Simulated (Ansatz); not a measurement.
The first iterations of a band of F4H2O2W + H2 (11 atoms, charge 0, multiplicity 1).

The calculation used RKS LDA/def2-SVP in Ansatz.

| Quantity | Value |
| --- | --- |
| movable images | 7 |
| climbing image | yes |
| spring | 5.0 eV/Å² |
| optimiser | quadratic models (default) |
| start path | through a guess of the saddle point |
| force threshold | 0.03 eV/Å |
| iteration limit | 60 |
| end points | relaxed |

First end point:

```xyz
11
Properties=species:S:1:pos:R:3
W -0.382 -0.176 -0.024
O -0.413 0.346 1.747
H 0.282 0.793 2.289
F 1.399 0.430 0.026
F -0.867 1.484 -0.707
F -2.186 -0.590 -0.068
O 0.065 -1.945 0.332
H 0.250 -2.739 -0.206
F -0.026 -0.602 -1.810
H 1.871 1.269 1.938
H 1.817 1.517 2.685
```

Last end point:

```xyz
11
Properties=species:S:1:pos:R:3
W 0.006 0.151 -0.166
O 0.543 -0.250 2.027
H -0.070 0.299 2.563
F 1.858 0.402 0.088
F -1.109 1.281 -1.142
F -1.596 0.047 0.830
O 0.029 -1.711 0.073
H -0.003 -2.046 0.996
F 0.597 -0.150 -1.905
H 0.119 1.600 0.757
H 1.437 0.164 2.080
```

| iteration | highest image above the first end (eV) | largest band force component (eV/Å) |
| --- | --- | --- |
| 1 | 34.724 | 204.703 |
| 2 | 2.274 | 17.076 |
| 3 | 1.814 | 12.572 |
| 4 | 1.667 | 3.929 |
| 5 | 1.652 | 2.361 |
| 6 | 1.453 | 2.824 |
| 7 | 1.327 | 1.289 |
| 8 | 1.140 | 0.629 |
| 9 | 1.137 | 0.725 |
| 10 | 1.377 | 1.084 |
| 11 | 1.397 | 1.150 |
| 12 | 1.381 | 0.441 |

Question: Does the band converge within its limit, and where does its top end?

Answer: It converged. It ended after 38 iterations with the highest image 1.202 eV above the first end. The profile has 2 maxima (images 1, 6) with wells between them (image 2): this band takes more than one step, which may be the mechanism or a detour left from its start path. A vibrational analysis at the climbing image gives one clearly imaginary mode, 647i cm⁻¹: a first-order saddle point. The orbitals stay closed-shell, which can raise the energy where a bond breaks towards radicals; this wasn't checked here.

Run time: 4.6 min on 4 threads of Arm Neoverse V2, on a shared host, peak memory 0.2 GiB.
